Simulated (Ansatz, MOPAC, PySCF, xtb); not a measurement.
Torsion H3–Al1–S2–H5 in AlH3S (SMILES [AlH2][SH]); at each angle all else is relaxed with GFN2-xTB, and the levels are single points there.
Geometry at 0° (charge 0, multiplicity 1):
| atom | x (Å) | y (Å) | z (Å) |
|---|---|---|---|
| Al | -0.5996 | -0.0418 | 0.0704 |
| S | 1.4966 | -0.5348 | 0.4224 |
| H | -1.5791 | -1.2025 | -0.1824 |
| H | -1.1810 | 1.3801 | 0.0542 |
| H | 1.1834 | -1.8251 | 0.2833 |

On the grid 0° to 330°, 270° is the highest and 0° the lowest point at wB97M-V/def2-TZVPP.

Rows in STO-3G carry no dispersion term and start afresh at each structure. The state that PM3 reach isn't checked.

Programs: Ansatz (a quantum-chemistry and plane-wave program) with Gaussian orbitals; MOPAC for PM3 (differences of heats of formation); PySCF for STO-3G rows, the dispersion terms; xtb for the GFN methods. Values without a source in brackets are computed.

One of these levels gives 14.40 kcal/mol for the energy at 270° less that at 0°. Name it.
A. BLYP-D3(BJ)/def2-TZVPP
B. HF/STO-3G
C. GFN2-xTB
D. PM3

D, PM3. The others give -0.15 (GFN2-xTB), 4.60 (HF/STO-3G), 7.13 (BLYP-D3(BJ)/def2-TZVPP)
